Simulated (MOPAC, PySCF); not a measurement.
CH₅NSi, SMILES `C[Si]N` (lower singlet; C–Si–N–H torsion 179°), neutral singlet in the gas phase. This singlet lies 1.90 eV below the relaxed triplet at the level frozen-core CCSD(T)/cc-pVTZ // PBE0-D3(BJ)/def2-SVP (Ansatz).

Cartesian coordinates (Å):
SMILES: C[Si]N
```xyz
8

C     -1.2020     0.0713     0.2017
Si     0.2032    -1.1730    -0.1807
N      1.5505    -0.1539     0.1391
H     -1.9342    -0.3902     0.8866
H     -0.8814     1.0358     0.6301
H     -1.7569     0.2753    -0.7322
H      2.5054    -0.4797     0.0291
H      1.5154     0.8143     0.4496
```
Charge 0, spin multiplicity 1.

All levels are single points at this geometry (PBE0-D3(BJ)/def2-SVP); Pople sets use spherical d functions. Orbital energies aren't observables, and empty levels follow the basis.

B3LYP/3-21G in PySCF gives dipole (D) = 2.54.

### Question
Estimate the dipole (D) from each of these levels: PBE-D3(BJ)/def2-TZVP in PySCF; ωB97X-D3(BJ)/def2-TZVP in PySCF; M06-2X/6-31G* in PySCF; HF/3-21G in PySCF; PM7 in MOPAC.

### Answer

```tsv
level	dipole (D)
PBE-D3(BJ)/def2-TZVP in PySCF	1.98
ωB97X-D3(BJ)/def2-TZVP in PySCF	1.95
M06-2X/6-31G* in PySCF	2.09
HF/3-21G in PySCF	2.11
PM7 in MOPAC	2.77
```
